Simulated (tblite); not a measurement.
Compound: C₅H₁₃N₃Si.
Numbering: `[CH3:1][CH2:2][CH2:3][NH:4][CH2:5][Si@H:6]([NH2:7])[C:8]#[N:9]` (hydrogens: H10, H11, H12 on C1; H13, H14 on C2; H15, H16 on C3; H17 on N4; H18, H19 on C5; H20 on Si6; H21, H22 on N7)

Geometry (GFN2-xTB, Å), atoms numbered from 1 in this order:
```xyz
22
C5H13N3Si angstrom
C      3.5970   -0.2058    0.3397
C      2.2443    0.0203   -0.3219
C      1.1830    0.4472    0.7010
N     -0.1382    0.7154    0.1632
C     -0.8524   -0.4496   -0.3379
Si    -2.6568    0.0441   -0.6845
N     -3.2472    0.7353    0.7671
C     -3.6747   -1.4960   -0.9955
N     -4.2966   -2.4342   -1.2074
H      3.9415    0.7044    0.8264
H      3.5272   -0.9892    1.0911
H      4.3384   -0.5034   -0.3982
H      1.9250   -0.9003   -0.8156
H      2.3355    0.7976   -1.0866
H      1.0749   -0.3322    1.4615
H      1.5182    1.3620    1.2019
H     -0.0674    1.4120   -0.5728
H     -0.3859   -0.8929   -1.2301
H     -0.8204   -1.2121    0.4441
H     -2.7686    0.8381   -1.9221
H     -4.1823    1.1006    0.8347
H     -2.6050    1.2582    1.3404
```

Computed with GFN2-xTB (tblite): harmonic, unscaled wavenumbers at the GFN2-xTB geometry, gas phase. Errors from tens to a few hundred cm⁻¹ against measured bands are possible. Modes of hydrogen on silicon can be 10 to 20 % off. One conformer, not necessarily the lowest.

Harmonic wavenumbers (cm⁻¹): 37.4, 40.7, 51.7, 77.3, 118.8, 123.9, 181.1, 224.7, 232.4, 248.1, 277.4, 298.3, 338.2, 349.4, 459.7, 497.2, 610.4, 633.6, 684.6, 748.4, 763.9, 789.2, 824.5, 843.0, 904.0, 931.5, 937.7, 1019.9, 1089.5, 1100.4, 1112.8, 1159.7, 1210.0, 1256.9, 1271.5, 1298.6, 1306.7, 1357.7, 1413.2, 1418.1, 1480.0, 1481.3, 1490.7, 1496.3, 1503.6, 1505.9, 2152.7, 2359.6, 2840.4, 2932.7, 2950.6, 2958.8, 2964.1, 2979.6, 3029.7, 3032.7, 3038.4, 3353.1, 3474.8, 3516.4.

A = 2999, B = 492.6, C = 444.7 MHz; mass 143.088 u (most abundant isotopes); point group C1, symmetry number 1.

Question: What is the zero-point energy?

Answer: Half the sum of the wavenumbers: 39392 cm⁻¹ = 112.63 kcal/mol.

Question: Entropy at 200 K, 1 bar (ideal gas, RRHO, classical rotation)?

Answer: Translation 38.83, rotation 29.38, vibration 30.16: S = 98.4 cal/(mol K).

Question: And Cp and H(200 K) − H(0)?

Answer: Cp = 35.96 cal/(mol K), of which vibrations give 28.01 (their classical limit is 60 R = 119.2); H(200 K) − H(0) = 4.67 kcal/mol without the zero-point energy, 3.08 from vibrations.

Question: Which modes carry the vibrational entropy at 200 K?

Answer: 37.4 cm⁻¹: 4.60; 40.7 cm⁻¹: 4.44; 51.7 cm⁻¹: 3.96; 77.3 cm⁻¹: 3.18; 118.8 cm⁻¹: 2.36; 123.9 cm⁻¹: 2.28 cal/(mol K); the other 54 give 9.34 together.

Question: How do the functions run with temperature in this model?

Answer: 
```json
{"T (K)": "100", "S (cal/(mol K))": "77.8", "Cp (cal/(mol K))": "24.4", "H − H(0) (kcal/mol)": "1.64", "G − H(0) (kcal/mol)": "-6.14", "ln q(vib)": "3.35"}
{"T (K)": "300", "S (cal/(mol K))": "115.0", "Cp (cal/(mol K))": "46.9", "H − H(0) (kcal/mol)": "8.82", "G − H(0) (kcal/mol)": "-25.69", "ln q(vib)": "11.14"}
{"T (K)": "500", "S (cal/(mol K))": "143.8", "Cp (cal/(mol K))": "66.4", "H − H(0) (kcal/mol)": "20.24", "G − H(0) (kcal/mol)": "-51.64", "ln q(vib)": "17.98"}
{"T (K)": "800", "S (cal/(mol K))": "179.6", "Cp (cal/(mol K))": "86.0", "H − H(0) (kcal/mol)": "43.35", "G − H(0) (kcal/mol)": "-100.34", "ln q(vib)": "27.25"}
{"T (K)": "1000", "S (cal/(mol K))": "199.8", "Cp (cal/(mol K))": "94.7", "H − H(0) (kcal/mol)": "61.46", "G − H(0) (kcal/mol)": "-138.32", "ln q(vib)": "32.84"}
```

q(vib) and H(0) count from the zero-point level.

Hindered rotation and anharmonicity are outside this model. Other conformers, if any are populated, would add a mixing term that is left out. The structure is chiral; the term R ln 2 for an equal mix with its mirror image is left out.
